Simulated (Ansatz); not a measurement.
`N#[C][GeH]([F])[F]`, one more setting.

```yaml
crystal:
  periodic: [false, false, false]
  atoms:
    - {symbol: N, position_ang: [2.167667, -1.473981, 1.021805]}
    - {symbol: C, position_ang: [1.175027, -0.801395, 0.550115]}
    - {symbol: Ge, position_ang: [-0.484424, 0.354335, -0.147367]}
    - {symbol: F, position_ang: [-1.756876, -0.890791, -0.856221]}
    - {symbol: F, position_ang: [0.151654, 1.378466, -1.636832]}
    - {symbol: H, position_ang: [-1.205894, 1.361573, 1.016756]}
basis:
  gaussian: {orbitals: cc-pVDZ, final_grid: {core_spheres: 20, valence_spheres: 16, degree: 47}, nuclear_model: gaussian}
hamiltonian: {xc: {name: B97}}
scf: {lower_state_search: light}
output: {forces: true}
```

```sh
$ ansatz run in.yaml --threads 2 --pin off --events-out ev --progress --plain --max-ram 32768MiB --backend cpu
```

It prints (some lines left out):

```
Functional definition: B97
902 factors; integrals over basis functions are off by at most 1.1e-3 eV
mean field evaluation 1: about -64480.7517 eV, gradient 6.0e1 eV
mean field evaluation 2: about -64429.0000 eV, gradient 1.6e2 eV
mean field evaluation 4: about -64487.3593 eV, gradient 1.9e1 eV
mean field evaluation 8: about -64488.1182 eV, gradient 1.3e0 eV
mean field evaluation 16: about -64488.1225 eV, gradient 2.3e-4 eV
mean field -64488.12254249 eV, -2369.8947918171 hartree, gradient 3.0e-5 eV, S^2 0.000000; 0 other end points of the search recorded, 0 dependent functions left out
reference -64488.12256077 eV, -2369.8947924887 hartree; 32, 32 occupied and 56, 56 virtual orbitals, 902 factors
Total energy: -64488.12256077 eV, -2369.8947924887 hartree
Atom 0 at     2.167667    -1.473981     1.021805 Å, force    -7.525552     5.100415    -3.572306 eV/Å
Atom 1 at     1.175027    -0.801395     0.550115 Å, force     5.560955    -3.734363     2.740179 eV/Å
Atom 2 at    -0.484424     0.354335    -0.147367 Å, force    -0.154110    -0.464382    -1.726753 eV/Å
Atom 3 at    -1.756876    -0.890791    -0.856221 Å, force     2.335920     2.265720     1.307546 eV/Å
Atom 4 at     0.151654     1.378466    -1.636832 Å, force    -1.147243    -1.875788     2.732203 eV/Å
Atom 5 at    -1.205894     1.361573     1.016756 Å, force     0.930030    -1.291601    -1.480869 eV/Å
Dipole moment:    -0.404029     0.473519     0.388713 e Å
```

It took 4 s on 2 threads of a server CPU on a shared host, with 0.39 GiB of host memory at the peak.
